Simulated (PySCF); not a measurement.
# Reading the logs of faulty runs: AlB2H7Si

All numbers below are calculated, not measured. They come from PySCF 2.14.0, an open-source quantum chemistry program, on an isolated molecule that a program drew, which may never have been made. The molecule is AlB2H7Si (charge 0, singlet), drawn as the SMILES string `[BH2][AlH][BH][SiH3]`.

Each row is a Hartree-Fock (HF) and frozen-core CCSD(T) single point in the cc-pV(D+d)Z basis, meant for a local HF minimum. Run 1 is clean. Each other run has one planted mistake out of seven kinds, and not every kind appears here: one electron removed, one electron added, multiplicity raised by two, geometry at a saddle point, minimal basis STO-3G, one bond length entered in bohr, all coordinates scaled. The reference is restricted for singlets and unrestricted otherwise, and also for a bond in bohr. Adding or removing an electron swaps singlet and doublet. Electrons count all cores. HOMO and LUMO are orbital energies over both spins, the gradient is its largest component, and the lowest frequency (negative if imaginary) is given only where the gradient is small. Bond lengths are over the 10 bonds as drawn. T1 is the CCSD diagnostic: over 0.02 (restricted) or 0.045 (unrestricted) a single reference is doubtful.

Geometry of the clean run:
```xyz
11
AlB2H7Si, angstrom
B    -1.5965   -1.4054   -0.1736
Al   -0.5873    0.4965   -0.1605
B     0.3387    1.3694   -1.8921
Si   -0.5189    2.6027   -3.2768
H    -1.0330   -2.4410    0.0764
H    -2.7687   -1.5186   -0.4294
H    -0.5253    1.3239    1.2009
H     1.4971    1.1255   -2.1284
H     0.2984    3.8287   -3.4719
H    -0.5885    1.8744   -4.5730
H    -1.8995    3.0333   -2.9336
```

```
run,electrons,basis functions,<S^2>,HOMO (eV),LUMO (eV),gradient (hartree/bohr),lowest frequency (cm^-1),mean bond (Å),longest bond (Å),T1,HF (hartree),CCSD(T) (hartree),mistake
1,44,109,0.000,-9.45,0.75,4.3e-06,36,1.6018,2.153,0.0144,-584.20657,-584.61636,no fault
2,44,109,0.000,-9.34,0.72,2.5e-02,-,1.6835,2.263,0.0141,-584.18783,-584.60014,all coordinates scaled
3,44,35,0.000,-6.97,6.67,3.9e-02,-,1.6018,2.153,0.0089,-577.34792,-577.54232,minimal basis STO-3G
4,45,109,0.771,-1.31,5.41,2.7e-02,-,1.6018,2.153,0.0278,-584.21193,-584.64638,one electron added
5,44,109,0.938,-8.86,0.78,1.1e-02,-,1.7836,3.861,0.0219,-584.11060,-584.49596,?
6,44,109,2.044,-7.64,-0.84,2.9e-02,-,1.6018,2.153,0.0222,-584.13627,-584.53743,?
```

**Which mistake was planted in run 5, and what did it cost?**

The mean bond changes by a factor of 1.113 and the longest by 1.793, so the molecule wasn't scaled as a whole. A length L in bohr read as angstrom grows by (1/0.5292 - 1) L = 0.890 L. The 10 bonds together grew by 10 x 0.1818 = 1.818 Å, which gives L = 2.043 Å. That is bond B3-Si4, 2.043 Å in the clean geometry. So the mistake is: one bond length entered in bohr. Subtracting run 1 and multiplying by 627.51 kcal/mol a hartree, the energy moved by 60.2 kcal/mol in HF and 75.6 kcal/mol in CCSD(T).

**Which mistake was planted in run 6, and what did it cost?**

Electrons, basis and geometry are unchanged, and <S^2> is 2.044, beside S(S+1) = 2.00 for a multiplicity of 3. So the mistake is: multiplicity raised by two. Subtracting run 1 and multiplying by 627.51 kcal/mol a hartree, the energy moved by 44.1 kcal/mol in HF and 49.5 kcal/mol in CCSD(T).

